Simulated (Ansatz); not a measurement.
Program: Ansatz. Geometries: PBE0-D4/def2-TZVP. ΔE: electronic, gas phase. CBS: MP2 limit from def2 TZ/QZ plus the TZ coupled-cluster correction, frozen cores. This one scheme is used for every species. DFT in def2-TZVPP. Each species was taken in one conformer, which may not be the lowest.

`BO[SiH](N)[SiH3]` + NH₃ → `N[SiH](N)[SiH3]` + `BO`  (ligand exchange at the Si–O bond)

`BO[SiH](N)[SiH3]`:

Z-matrix (Å, degrees):
```
Si
O 1 1.673
Si 1 2.346 2 110.3
N 1 1.703 2 113.5 3 121.6
H 1 1.483 2 104.3 3 -122.4
B 2 1.343 1 131.4 3 -12.2
H 3 1.487 1 112.1 2 -48.0
H 3 1.490 1 110.6 2 73.6
H 3 1.488 1 108.5 2 -167.9
H 4 1.006 1 121.9 2 -78.0
H 4 1.007 1 121.7 2 75.8
H 6 1.199 2 118.6 1 -178.6
H 6 1.207 2 120.2 1 1.3
```

NH₃:

Cartesian coordinates in Å:
```
N -0.169 -0.047 0.220
H 0.713 0.358 0.506
H 0.044 -0.902 -0.280
H -0.588 0.590 -0.446
```

`N[SiH](N)[SiH3]`:

```xyz
12

N    -0.331   -1.543   -1.088
Si   -0.479   -0.381    0.167
N     0.498   -0.899    1.477
Si    0.267    1.791   -0.342
H    -1.102   -1.711   -1.712
H     0.556   -1.720   -1.532
H    -1.955   -0.334    0.408
H     0.847   -0.244    2.157
H     0.383   -1.821    1.870
H    -0.658    2.448   -1.308
H     1.622    1.755   -0.964
H     0.352    2.660    0.868
```

`BO`:

Cartesian coordinates in Å:
```
B -0.237 0.277 -0.211
O 0.244 -0.358 0.876
H -1.054 1.129 -0.021
H 0.149 -0.015 -1.312
H 0.897 -1.033 0.668
```

```
  level  ΔE (kJ/mol)
PBE0-D4         39.8
ωB97M-V         43.8
```

(1) What does CCSD(T)/CBS give? (Estimate.)

Largest T1 diagnostic among the species: 0.014.

Answers

(1) The calculation gave: +45.0 kJ/mol. The listed levels differ from it by -5.2, -1.2 kJ/mol.

The D4 term adds +3.6 kJ/mol with B3LYP and +2.2 kJ/mol with PBE0; it sums over pairs of atoms, weighted by their polarisabilities, and B3LYP, whose exchange is more repulsive, gets the larger term.

B3LYP here is the variant with VWN-RPA as its local correlation; programs differ in this.
